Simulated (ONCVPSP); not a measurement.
**Plane-wave convergence, ONCV potential for Hf (Z = 72)**

- Element: Hf
- Generator: ONCVPSP 4.0.1
- Type: optimised norm-conserving Vanderbilt (ONCV)
- Functional: PBE
- Relativity: fully relativistic
- Frozen core: [Xe] 4f14
- Valence charge: 4
- Reference configuration: 5d2 6s1.75 (charge +0.25)
- Partial waves: 6s: rc 2.45 bohr, ncon 4, nbas 7, qcut 3.1 1/bohr, 2 projectors, debl 1.6 Ha; p scattering state at 0.35 Ha: rc 2.75 bohr, ncon 4, nbas 9, qcut 2.6 1/bohr, 2 projectors, debl 3.8 Ha; 5d: rc 3.00 bohr, ncon 3, nbas 7, qcut 4.3 1/bohr, 2 projectors, debl 2 Ha
- Local potential: polynomial inside 2.40 bohr (lpopt 5, dvloc0 0 Ha)
- Core correction: none

Open shells are filled in proportion to 2j + 1.

In the p channel the program set the typed energies aside and used 0.050, 3.850 Ha (j = l + 1/2; the other j can differ).

Q: For each optimised wave give the share of its norm inside rc, the residual kinetic energy above qcut (Ha) and the cutoffs (Ha) for errors of 10, 1, 0.1 and 0.01 mHa per electron.

A:

```csv
wave,norm inside rc,residual KE,10 mHa,1 mHa,0.1 mHa,0.01 mHa
6s,0.215,3.4e-04,1.6,2.8,16.4,21.7
s projector 2,0.137,5.1e-04,3.7,4.6,5.7,10.2
p projector 1 j=3/2,0.237,2.1e-03,1.4,11.3,34.4,45.1
p projector 2 j=3/2,0.152,1.8e-01,9.7,22.5,43.9,58.6
p projector 1 j=1/2,0.287,1.9e-04,1.4,2.6,12.8,35.2
p projector 2 j=1/2,0.169,2.4e-01,10.6,36.0,44.4,48.7
5d j=5/2,0.733,1.7e-05,5.6,7.1,8.6,11.6
d projector 2 j=5/2,0.208,7.0e-04,7.2,9.2,22.0,38.1
5d j=3/2,0.766,2.2e-05,5.8,7.2,8.7,13.9
d projector 2 j=3/2,0.210,8.3e-04,7.4,9.4,24.8,39.9
```

The occupied waves need 7.2 Ha and 16 Ha for 1 and 0.1 mHa. The cutoffs count occupied waves only; projector 2 of the p channel, the hardest unoccupied one, needs 36 Ha at the loose tolerance. Note: ghosts flagged at negative energy: s at -0.63 eV; GHOST(+) flagged for p3/2 at 102.3 eV, p1/2 at 108.3 eV. A true bound ghost makes a file unfit for plane-wave use.
